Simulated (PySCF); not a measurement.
## KO: frontier orbitals

PBE0 at R = 2.340 Å; basis K x2c-TZVPall, O x2c-TZVPall; spin-free X2C with a Gaussian nucleus; PySCF 2.14. State: ²Π (doublet), unpaired electrons π ↑. Only the outer orbitals are listed, counted within each symmetry.

| spin | orbital | occ. | ε (eV) | on K (%) | main shells (%) |
| --- | --- | --- | --- | --- | --- |
| α | 5σ | 1 | -38.21 | 100 | 100 K s |
| α | 6σ | 1 | -22.13 | 15 | 84 O s, 15 K p |
| α | 2π | 1 | -20.44 | 100 | 100 K p |
| α | 2π | 1 | -20.40 | 100 | 100 K p |
| α | 7σ | 1 | -19.82 | 85 | 84 K p, 15 O s |
| α | 3π | 1 | -7.07 | 3 | 97 O p |
| α | 8σ | 1 | -5.22 | 6 | 94 O p |
| α | 3π | 1 | -5.13 | 5 | 95 O p |
| α | 9σ | 0 | -1.15 | 99 | 84 K s, 15 K p |
| α | 4π | 0 | 0.61 | 100 | 90 K p, 10 K d |
| α | 4π | 0 | 0.64 | 100 | 88 K p, 12 K d |
| β | 5σ | 1 | -38.22 | 100 | 100 K s |
| β | 6σ | 1 | -20.74 | 68 | 68 K p, 31 O s |
| β | 2π | 1 | -20.43 | 100 | 100 K p |
| β | 2π | 1 | -20.40 | 100 | 100 K p |
| β | 7σ | 1 | -18.91 | 33 | 68 O s, 31 K p |
| β | 8σ | 1 | -4.48 | 7 | 92 O p |
| β | 3π | 1 | -4.40 | 7 | 93 O p |
| β | 9σ | 0 | -1.20 | 98 | 81 K s, 17 K p |
| β | 3π | 0 | -0.23 | 30 | 70 O p, 22 K p, 8 K d |
| β | 4π | 0 | 0.57 | 100 | 86 K p, 13 K d |

Which are the highest filled and the lowest empty level, where do they sit, and how wide is the gap?

Highest filled β 3π at -4.40 eV (in %: 93 O p); lowest empty β 9σ at -1.20 eV (in %: 81 K s, 17 K p); the gap at PBE0 is 3.20 eV.

```json
{
 "bond order (Mayer)": "0.52",
 "⟨S²⟩": "0.755",
 "charge on K (Mulliken, basis-dependent)": "0.72",
 "charge on K (Löwdin, basis-dependent)": "0.58",
 "dipole moment (positive dipole means K(−)O(+))": "-8.83 D",
 "polarisability along the bond": "36.8 bohr³",
 "polarisability across the bond": "19.0 bohr³"
}
```

The state was picked by a PBE0 search and need not be the measured ground state.
